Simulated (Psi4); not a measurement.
Relaxed torsion scan: SMILES C([SiH2]C=C)#N (C3H5NSi). Scanned: dihedral C1–C2–Si3–C4; all other coordinates were relaxed at GFN2-xTB. Points at φ and −φ are mirror images.

Geometry of the scan point at 180° (Å):
```
10

C      1.4406     0.7968     0.1064
C      0.9815    -0.4455     0.0934
Si    -0.8474    -0.8856    -0.0063
C     -0.9150    -2.7532     0.0098
N     -0.9529    -3.8981     0.0198
H      0.7809     1.6491     0.0595
H      2.4938     1.0262     0.1642
H      1.6972    -1.2584     0.1432
H     -1.6019    -0.4286     1.1642
H     -1.4634    -0.4545    -1.2645
```

Method: Psi4 with DF-MP2 (frozen core)/cc-pVTZ // GFN2-xTB.

Scanned values (°): -165, -150, -135, -120, -105, -90, -75, -60, -45, -30, -15, 0, 15, 30, 45, 60, 75, 90, 105, 120, 135, 150, 165, 180.

Q: Locate the minima and the barriers on this grid.

A: Lower than their neighbours: -120° (1.95 kJ/mol), 0° (0.00 kJ/mol), 120° (1.95 kJ/mol). Higher than their neighbours: -60° (7.20 kJ/mol), 60° (7.20 kJ/mol), 180° (7.78 kJ/mol). The whole profile spans 7.78 kJ/mol.
